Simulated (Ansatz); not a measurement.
cis-[VBr2(NH3)4]+ (VBr2N4H12⁺), 19 atoms. Hardware: 4 threads of AMD EPYC 7R43 on a shared host.

The 6-31G sets use Cartesian d functions. Correlated methods freeze 27 core orbitals; core or outer-core shells of V, Br are correlated, in sets that lack core-valence functions.

**Question.** How many basis functions does each of these Ansatz runs have, and roughly what does it cost? PBE0-D4/def2-SVP, charge 1 triplet, energy, from earlier orbitals; PBE-D4/def2-SVP, charge 1 triplet, energy, from earlier orbitals; B3LYP-D4/6-31G, charge 1 triplet, energy, from earlier orbitals; LDA (SPW92)/def2-TZVP, charge 1 singlet, energy, from earlier orbitals; HF/STO-3G, charge 1 singlet, energy, from earlier orbitals; r2SCAN-D4/def2-TZVP, charge 1 triplet, energy, from earlier orbitals; r2SCAN-D4/def2-SVP, charge 1 singlet, relaxation, 5 steps; PBE-D4/def2-TZVP, charge 2 doublet, energy, from earlier orbitals; PBE-D4/def2-TZVP, charge 1 singlet, energy, from earlier orbitals; r2SCAN-D4/def2-TZVP, charge 0 quartet at the geometry of the charge 1 triplet, energy, from earlier orbitals; MP2/def2-TZVP, charge 1 singlet, energy, from earlier orbitals; HF/6-31G, charge 1 triplet, energy, from earlier orbitals.

**Answer.** Other jobs shared the machine, so times can vary by a factor of up to 3. A dash marks memory too small to be measured apart from the calling script's.

```json
{"run": "HF/STO-3G, charge 1 singlet, energy, from earlier orbitals", "functions": "86", "fitting or Cholesky vectors": "1084", "wall time": "2.1 s", "peak host memory (GiB)": "–"}
{"run": "LDA (SPW92)/def2-TZVP, charge 1 singlet, energy, from earlier orbitals", "functions": "337", "fitting or Cholesky vectors": "2334", "wall time": "7.5 s", "peak host memory (GiB)": "0.76"}
{"run": "PBE-D4/def2-SVP, charge 1 triplet, energy, from earlier orbitals", "functions": "211", "fitting or Cholesky vectors": "2456", "wall time": "11 s", "peak host memory (GiB)": "–"}
{"run": "PBE-D4/def2-TZVP, charge 1 singlet, energy, from earlier orbitals", "functions": "337", "fitting or Cholesky vectors": "2334", "wall time": "12 s", "peak host memory (GiB)": "0.77"}
{"run": "HF/6-31G, charge 1 triplet, energy, from earlier orbitals", "functions": "147", "fitting or Cholesky vectors": "1835", "wall time": "14 s", "peak host memory (GiB)": "0.85"}
{"run": "PBE-D4/def2-TZVP, charge 2 doublet, energy, from earlier orbitals", "functions": "337", "fitting or Cholesky vectors": "2334", "wall time": "16 s", "peak host memory (GiB)": "0.9"}
{"run": "B3LYP-D4/6-31G, charge 1 triplet, energy, from earlier orbitals", "functions": "147", "fitting or Cholesky vectors": "1835", "wall time": "20 s", "peak host memory (GiB)": "0.92"}
{"run": "PBE0-D4/def2-SVP, charge 1 triplet, energy, from earlier orbitals", "functions": "211", "fitting or Cholesky vectors": "2155", "wall time": "23 s", "peak host memory (GiB)": "1.2"}
{"run": "r2SCAN-D4/def2-TZVP, charge 0 quartet at the geometry of the charge 1 triplet, energy, from earlier orbitals", "functions": "337", "fitting or Cholesky vectors": "2334", "wall time": "27 s", "peak host memory (GiB)": "1"}
{"run": "r2SCAN-D4/def2-TZVP, charge 1 triplet, energy, from earlier orbitals", "functions": "337", "fitting or Cholesky vectors": "2334", "wall time": "44 s", "peak host memory (GiB)": "1"}
{"run": "r2SCAN-D4/def2-SVP, charge 1 singlet, relaxation, 5 steps", "functions": "211", "fitting or Cholesky vectors": "2456", "wall time": "46 s", "peak host memory (GiB)": "–"}
{"run": "MP2/def2-TZVP, charge 1 singlet, energy, from earlier orbitals", "functions": "337", "fitting or Cholesky vectors": "2427", "wall time": "2.1 min", "peak host memory (GiB)": "2.7"}
```
